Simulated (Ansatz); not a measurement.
## CF6Ge: where a starting geometry ends

The starting geometry of this gas-phase triplet was optimised with GFN2-xTB as a singlet; its bonds are those of `F[C](F)(F)[Ge]([F])([F])[F]`.

```xyz
8

C    -1.1913    1.3311   -0.7866
F    -1.3958    2.6369   -0.8054
F    -1.7158    0.8076   -1.8811
F     0.1122    1.1101   -0.7986
F    -1.8318   -1.2123    1.0177
F    -3.7510    0.7142    1.0088
F    -1.4391    1.1070    2.3822
Ge   -2.0548    0.4844    0.9084
```

Predict what it relaxes into with PBE0-D4/def2-SVP.

It falls apart into F3Ge + CF3. Contacts that open: C1–Ge8 (2.08 → 3.54 Å).

The energy falls by 3.66 eV over 61 steps:

| step | E − E(last) (eV) |
| --- | --- |
| 1 | 3.665 |
| 8 | 0.180 |
| 14 | 0.163 |
| 21 | 0.037 |
| 28 | 0.019 |
| 34 | 0.010 |
| 41 | 0.009 |
| 48 | 0.009 |
| 54 | 0.004 |
| 61 | 0.000 |

Final geometry (Å):

| atom | x (Å) | y (Å) | z (Å) |
| --- | --- | --- | --- |
| C | -0.5992 | 1.2301 | -1.1399 |
| F | -1.5709 | 2.0453 | -0.7572 |
| F | -0.7821 | 0.8345 | -2.3707 |
| F | 0.5688 | 1.7898 | -0.9741 |
| F | -2.9806 | -0.3767 | 0.1309 |
| F | -3.7124 | -0.0941 | 2.7805 |
| F | -1.2601 | 0.8322 | 1.9059 |
| Ge | -2.9308 | 0.7180 | 1.4701 |

The end wasn't checked by frequencies. Open shells are spin-unrestricted. The triplet needn't be the ground state. Run with Ansatz 0.2.0, 7.7 min on 2 threads of Arm Neoverse V1 (shared host).
